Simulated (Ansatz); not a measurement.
Molecule: CuF (charge -1, doublet). The spin state was set by rule; other spins were not relaxed. 
Coordinates optimised at B3LYP-D3(BJ)/def2-TZVP (Ansatz, a program for electronic structure):
```xyz
2

Cu     0.0000     0.0000    -0.4436
F      0.0000     0.0000     1.4295
```
Charge -1, spin multiplicity 2.

Basis-set convergence of Hartree-Fock and MP2 correlation energies (hartree) with Ansatz. Valence correlation only, unless marked. Open shells are spin-unrestricted. No spin-orbit coupling. Frozen are the shells of the preceding noble gas and the d and f shells that filled before the atom's block. Non-relativistic. This anion needs diffuse functions, which these sets lack.

```tsv
basis	functions	E(HF)	E(corr, MP2)
def2-SVP	45	-1738.04908	-0.49594
def2-TZVPP	95	-1738.43121	-0.77247
def2-QZVPP	157	[?]	[?]
```

Problem. Fill in the missing entries.

Solution. 
- def2-QZVPP, E(HF): -1738.48680
- def2-QZVPP, E(corr, MP2): -0.82623
